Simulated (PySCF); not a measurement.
## Potential energy of ReCl along the bond

Set-up: PySCF, scalar-relativistic core potentials, basis sets Re def2-TZVPP with ECP60, Cl def2-TZVPP. Energies in eV from Re (5d5 6s2) + Cl in their ground configurations at the same level. State: ⁷Σ⁺ (septet), unpaired electrons σ ↑↑, π ↑↑, δ ↑↑.

All columns are PBE0. A positive dipole means Re(−)Cl(+).

| R (Å) | E (eV) | μ (D) | Mulliken charge on Re (basis-dependent) | HOMO (eV) | LUMO (eV) | Mayer bond order | ⟨S²⟩ |
| --- | --- | --- | --- | --- | --- | --- | --- |
| 2.037 | -2.425 | 0.17 | 0.30 | -4.67 | -3.05 | 1.43 | 12.00 |
| 2.131 | -2.971 | -0.52 | 0.34 | -4.98 | -3.02 | 1.28 | 12.00 |
| 2.226 | -3.262 | -1.23 | 0.38 | -5.28 | -3.02 | 1.17 | 12.00 |
| 2.297 | -3.361 | -1.77 | 0.40 | -5.50 | -3.05 | 1.10 | 12.00 |
| 2.368 | -3.386 | -2.31 | 0.43 | -5.71 | -3.09 | 1.04 | 12.00 |
| 2.439 | -3.354 | -2.84 | 0.45 | -5.91 | -3.14 | 0.99 | 12.00 |
| 2.534 | -3.251 | -3.54 | 0.47 | -6.15 | -3.22 | 0.93 | 12.00 |
| 2.652 | -3.057 | -4.39 | 0.50 | -6.40 | -3.34 | 0.88 | 12.00 |
| 2.794 | -2.774 | -5.36 | 0.52 | -6.64 | -3.51 | 0.83 | 12.00 |
| 2.984 | -2.367 | -6.53 | 0.54 | -6.84 | -3.74 | 0.78 | 12.00 |

A fit through these points gives, at Re = 2.360 Å, μ = -2.25 D and dμ/dR = -7.56 D/Å; the reduced mass is 29.46 u.

Problem. How strong is the fundamental in the double-harmonic approximation, I = 42.26·(dμ/dR)²/μred km/mol?

Solution. I = 42.26·(-7.56)²/29.46 = 82.0 km/mol at PBE0.

The metal atom is held in its measured ground configuration; semilocal functionals can put another filling of s and d lower by some tenths of an eV, and De to that atom would be smaller. These are scalar-relativistic numbers at best; spin–orbit coupling would shift them, the dissociation energy most. With d or f electrons several states lie close, and the lowest PBE0 determinant need not be the measured ground state.
